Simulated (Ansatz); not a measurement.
Basis-set extrapolation for `CCCC(=O)N(C)C` (PBE0-D4/def2-TZVP geometry, frozen core, Ansatz 0.2.0). Multiplicity 1, RHF reference.

|  | def2-TZVPP | def2-QZVPP |
| --- | --- | --- |
| HF | -364.241022 | -364.257896 |
| MP2 correlation | -1.472427 | -1.570276 |
| CCSD(T) correlation | -1.598316 | not run |

Energies in hartree. Use E(X) = E(∞) + A·exp(−7.88·√X) for Hartree–Fock and E(X) = E(∞) + B·X^(−2.97) for correlation, with X = 3 and 4, and add CCSD(T) minus MP2 of the smaller set to the MP2 limit.

**Question.** What is the CCSD(T) energy at the basis-set limit?

**Answer.** HF limit: -364.257896 + (-0.016874) × 0.13774 = -364.26022. MP2 limit: -1.570276 + (-0.097849) × 0.74074 = -1.64276. Higher-order term: -1.598316 − (-1.472427) = -0.12589. Total: -366.02887 hartree, 497.6 kJ/mol below CCSD(T)/def2-TZVPP.
